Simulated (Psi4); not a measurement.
gallium atom (Ga), doublet; PBE/STO-3G in Psi4 1.11.

The Psi4 input:
```
memory 2 GB

molecule mol {
0 2
  Ga    0.000000    0.000000    0.000000
}

set basis sto-3g
set reference uks

energy('pbe')
print_variables()
```

What the program printed (banner, timings and long lists left out):

```
   => Loading Basis Set <=

    Name: STO-3G
    Role: ORBITAL
    Keyword: BASIS

         ---------------------------------------------------------
                                   SCF
               by Justin Turney, Rob Parrish, Andy Simmonett
                          and Daniel G. A. Smith
                              UKS Reference
         ---------------------------------------------------------

  ==> Geometry <==

    Molecular point group: d2h
    Geometry (in Angstrom), charge = 0, multiplicity = 2:

       Center              X                  Y                   Z               Mass
    ------------   -----------------  -----------------  -----------------  -----------------
         GA           0.000000000000     0.000000000000     0.000000000000    68.925573500000

  Running in d2h symmetry.

  Rotational constants: A = ************  B = ************  C = ************ [cm^-1]
  Rotational constants: A = ************  B = ************  C = ************ [MHz]
  Nuclear repulsion =    0.000000000000000

  Charge       = 0
  Multiplicity = 2
  Electrons    = 31
  Nalpha       = 16
  Nbeta        = 15

  ==> Algorithm <==

  SCF Algorithm Type is DF.
  DIIS enabled.
  MOM disabled.
  Fractional occupation disabled.
  Guess Type is CORE.
  Energy threshold   = 1.00e-06
  Density threshold  = 1.00e-06
  Integral threshold = 1.00e-12

  ==> Primary Basis <==

  Basis Set: STO-3G
    Blend: STO-3G
    Number of shells: 8
    Number of basis functions: 18
    Number of Cartesian functions: 19
    Spherical Harmonics?: true
    Max angular momentum: 2

  ==> DFT Potential <==

   => LibXC <=

    Version 7.1.2
    S. Lehtola, C. Steigemann, M. J. T. Oliveira, and M. A. L. Marques,  SoftwareX 7, 1–5 (2018) (10.1016/j.softx.2017.11.002)

   => Composite Functional: PBE <=

    PBE GGA Exchange-Correlation Functional

    J.P. Perdew et. al., Phys. Rev. Lett., 77(18), 3865-3868, 1996

    Deriv               =              1
    GGA                 =           TRUE
    Meta                =          FALSE

    Exchange Hybrid     =          FALSE
    MP2 Hybrid          =          FALSE

   => Exchange Functionals <=

    1.0000     XC_GGA_X_PBE

   => Correlation Functionals <=

    1.0000     XC_GGA_C_PBE

   => LibXC Density Thresholds  <==

    XC_GGA_C_PBE:  1.00E-12
    XC_GGA_X_PBE:  1.00E-15

   => Molecular Quadrature <=

    Radial Scheme          =       TREUTLER
    Pruning Scheme         =           NONE
    Nuclear Scheme         =       TREUTLER

    Blocking Scheme        =         OCTREE
    BS radius alpha        =              1
    Pruning alpha          =              1
    Radial Points          =             75
    Spherical Points       =            302
    Total Points           =          19298
    Total Blocks           =            206
    Max Points             =            247
    Max Functions          =             18
    Weights Tolerance      =       1.00E-15

   => Loading Basis Set <=

    Name: (STO-3G AUX)
    Role: JKFIT
    Keyword: DF_BASIS_SCF

  ==> Integral Setup <==

  SCF_SUBTYPE=INCORE selected. In-core MEM_DF algorithm will be used.
  Using in-core AOs.

  ==> MemDFJK: Density-Fitted J/K Matrices <==

    J tasked:                   Yes
    K tasked:                    No
    wK tasked:                   No
    Algorithm:                 Core
    Schwarz Cutoff:           1E-12
    Mask sparsity (%):       0.0000
    Fitting Condition:        1E-10

   => Auxiliary Basis Set <=

  Basis Set: (STO-3G AUX)
    Blend: DEF2-UNIVERSAL-JKFIT
    Number of shells: 60
    Number of basis functions: 266
    Number of Cartesian functions: 371
    Spherical Harmonics?: true
    Max angular momentum: 5

  Minimum eigenvalue in the overlap matrix is 4.9364662756E-01.
  Reciprocal condition number of the overlap matrix is 3.2185712559E-01.
    Using symmetric orthogonalization.

  ==> Pre-Iterations <==

  SCF Guess: Core (One-Electron) Hamiltonian.

   -------------------------------------------------------
    Irrep   Nso     Nmo     Nalpha   Nbeta   Ndocc  Nsocc
   -------------------------------------------------------
     Ag         6       6       6       6       6       0
     B1g        1       1       1       1       1       0
     B2g        1       1       1       1       1       0
     B3g        1       1       1       1       1       0
     Au         0       0       0       0       0       0
     B1u        3       3       2       2       2       0
     B2u        3       3       2       2       2       0
     B3u        3       3       3       2       2       1
   -------------------------------------------------------
    Total      18      18      16      15      15       1
   -------------------------------------------------------

  ==> Iterations <==

                           Total Energy        Delta E     RMS |[F,P]|

    Occupation by irrep:
             Ag   B1g   B2g   B3g    Au   B1u   B2u   B3u
    DOCC [     5,    0,    0,    1,    0,    3,    3,    3 ]
    SOCC [     0,    1,    0,    0,    0,    0,    0,    0 ]
    NA   [     5,    1,    0,    1,    0,    3,    3,    3 ]
    NB   [     5,    0,    0,    1,    0,    3,    3,    3 ]

   @DF-UKS iter   1: -1901.21432644333368   -1.90121e+03   1.23268e-01 ADIIS
    Occupation by irrep:
             Ag   B1g   B2g   B3g    Au   B1u   B2u   B3u
    DOCC [     6,    1,    1,    1,    0,    2,    2,    2 ]
    SOCC [     0,    0,    0,    0,    0,    0,    0,    1 ]
    NA   [     6,    1,    1,    1,    0,    2,    2,    3 ]
    NB   [     6,    1,    1,    1,    0,    2,    2,    2 ]

   @DF-UKS iter   2: -1894.60512298393451    6.60920e+00   4.18686e-02 ADIIS/DIIS
   @DF-UKS iter   3: -1901.45689894602378   -6.85178e+00   5.57829e-02 ADIIS/DIIS
    Occupation by irrep:
             Ag   B1g   B2g   B3g    Au   B1u   B2u   B3u
    DOCC [     5,    0,    1,    0,    0,    3,    3,    3 ]
    SOCC [     0,    1,    0,    0,    0,    0,    0,    0 ]
[...]
   @DF-UKS iter  87: -1895.00356655644464    2.80469e+00   1.18097e-02 ADIIS/DIIS
   @DF-UKS iter  88: -1894.87966568585693    1.23901e-01   2.40904e-02 ADIIS/DIIS
    Occupation by irrep:
             Ag   B1g   B2g   B3g    Au   B1u   B2u   B3u
    DOCC [     6,    1,    1,    1,    0,    2,    2,    2 ]
    SOCC [     0,    0,    0,    0,    0,    0,    0,    1 ]
    NA   [     6,    1,    1,    1,    0,    2,    2,    3 ]
    NB   [     6,    1,    1,    1,    0,    2,    2,    2 ]

   @DF-UKS iter  89: -1894.98106657520179   -1.01401e-01   1.56564e-02 ADIIS/DIIS
    Occupation by irrep:
             Ag   B1g   B2g   B3g    Au   B1u   B2u   B3u
Warning! Irrep has more beta than alpha electrons in symmetry 3 orbitals.
Warning! Irrep has more beta than alpha electrons in symmetry 3 orbitals.
    DOCC [     5,    0,    0,    0,    0,    3,    3,    3 ]
    SOCC [     0,    1,    1,    1,    0,    0,    0,    0 ]
    NA   [     5,    1,    1,    0,    0,    3,    3,    3 ]
    NB   [     5,    0,    0,    1,    0,    3,    3,    3 ]

   @DF-UKS iter  90: -1901.50534767430304   -6.52428e+00   3.30686e-02 ADIIS/DIIS
   @DF-UKS iter  91: -1894.90456259319899    6.60079e+00   2.14833e-02 ADIIS/DIIS
   @DF-UKS iter  92: -1894.93599298088407   -3.14304e-02   2.06589e-02 ADIIS/DIIS
   @DF-UKS iter  93: -1894.93647428884447   -4.81308e-04   2.07177e-02 ADIIS/DIIS
   @DF-UKS iter  94: -1894.95050063275448   -1.40263e-02   2.00127e-02 ADIIS/DIIS
    Occupation by irrep:
             Ag   B1g   B2g   B3g    Au   B1u   B2u   B3u
    DOCC [     6,    1,    1,    1,    0,    2,    2,    2 ]
    SOCC [     0,    0,    0,    0,    0,    0,    0,    1 ]
    NA   [     6,    1,    1,    1,    0,    2,    2,    3 ]
    NB   [     6,    1,    1,    1,    0,    2,    2,    2 ]

   @DF-UKS iter  95: -1894.87356016472336    7.69405e-02   2.51841e-02 ADIIS/DIIS
    Occupation by irrep:
             Ag   B1g   B2g   B3g    Au   B1u   B2u   B3u
Warning! Irrep has more beta than alpha electrons in symmetry 0 orbitals.
Warning! Irrep has more beta than alpha electrons in symmetry 3 orbitals.
Warning! Irrep has more beta than alpha electrons in symmetry 0 orbitals.
Warning! Irrep has more beta than alpha electrons in symmetry 3 orbitals.
    DOCC [     5,    0,    0,    0,    0,    3,    3,    2 ]
    SOCC [     1,    1,    1,    1,    0,    0,    0,    1 ]
    NA   [     5,    1,    1,    0,    0,    3,    3,    3 ]
    NB   [     6,    0,    0,    1,    0,    3,    3,    2 ]

   @DF-UKS iter  96: -1901.42961121599387   -6.55605e+00   6.49933e-02 ADIIS/DIIS
    Occupation by irrep:
             Ag   B1g   B2g   B3g    Au   B1u   B2u   B3u
Warning! Irrep has more beta than alpha electrons in symmetry 3 orbitals.
Warning! Irrep has more beta than alpha electrons in symmetry 3 orbitals.
    DOCC [     5,    0,    0,    0,    0,    3,    3,    3 ]
    SOCC [     0,    1,    1,    1,    0,    0,    0,    0 ]
    NA   [     5,    1,    1,    0,    0,    3,    3,    3 ]
    NB   [     5,    0,    0,    1,    0,    3,    3,    3 ]

   @DF-UKS iter  97: -1897.80785553948931    3.62176e+00   4.31358e-02 ADIIS/DIIS
    Occupation by irrep:
             Ag   B1g   B2g   B3g    Au   B1u   B2u   B3u
    DOCC [     6,    1,    1,    1,    0,    2,    2,    2 ]
    SOCC [     0,    0,    0,    0,    0,    0,    0,    1 ]
    NA   [     6,    1,    1,    1,    0,    2,    2,    3 ]
    NB   [     6,    1,    1,    1,    0,    2,    2,    2 ]

   @DF-UKS iter  98: -1895.00612238188273    2.80173e+00   1.09876e-02 ADIIS/DIIS
    Occupation by irrep:
             Ag   B1g   B2g   B3g    Au   B1u   B2u   B3u
Warning! Irrep has more beta than alpha electrons in symmetry 3 orbitals.
Warning! Irrep has more beta than alpha electrons in symmetry 3 orbitals.
    DOCC [     5,    0,    0,    0,    0,    3,    3,    3 ]
    SOCC [     0,    1,    1,    1,    0,    0,    0,    0 ]
    NA   [     5,    1,    1,    0,    0,    3,    3,    3 ]
    NB   [     5,    0,    0,    1,    0,    3,    3,    3 ]

   @DF-UKS iter  99: -1901.49541913788698   -6.48930e+00   3.88901e-02 ADIIS/DIIS
    Occupation by irrep:
             Ag   B1g   B2g   B3g    Au   B1u   B2u   B3u
    DOCC [     6,    1,    1,    1,    0,    2,    2,    2 ]
    SOCC [     0,    0,    0,    0,    0,    0,    0,    1 ]
    NA   [     6,    1,    1,    1,    0,    2,    2,    3 ]
    NB   [     6,    1,    1,    1,    0,    2,    2,    2 ]

   @DF-UKS iter 100: -1894.93525923709717    6.56016e+00   1.90658e-02 ADIIS/DIIS

PsiException: Could not converge SCF iterations in 100 iterations.

  Failed to converge.

Traceback (most recent call last):
  File "psi4", line 375, in <module>
  File "<string>", line 22, in <module>
  File "site-packages/psi4/driver/driver.py", line 533, in energy
  File "site-packages/psi4/driver/procrouting/proc.py", line 2760, in run_scf
  File "site-packages/psi4/driver/procrouting/proc.py", line 2047, in scf_helper
  File "site-packages/psi4/driver/procrouting/scf_proc/scf_iterator.py", line 93, in scf_compute_energy
  File "site-packages/psi4/driver/procrouting/scf_proc/scf_iterator.py", line 86, in scf_compute_energy
  File "site-packages/psi4/driver/procrouting/scf_proc/scf_iterator.py", line 609, in scf_iterate

psi4.driver.p4util.exceptions.SCFConvergenceError: Could not converge SCF iterations in 100 iterations.

Printing out the relevant lines from the Psithon --> Python processed input file:
      Ga    0.000000    0.000000    0.000000
    ""","mol")
    core.IO.set_default_namespace("mol")
    core.set_global_option("BASIS", "sto-3g")
    core.set_global_option("REFERENCE", "uks")
--> energy('pbe')
    print_variables()

!-------------------------------------------------------!
!                                                       !
!  Could not converge SCF iterations in 100 iterations. !
!                                                       !
!-------------------------------------------------------!
```

Convergence was not reached.
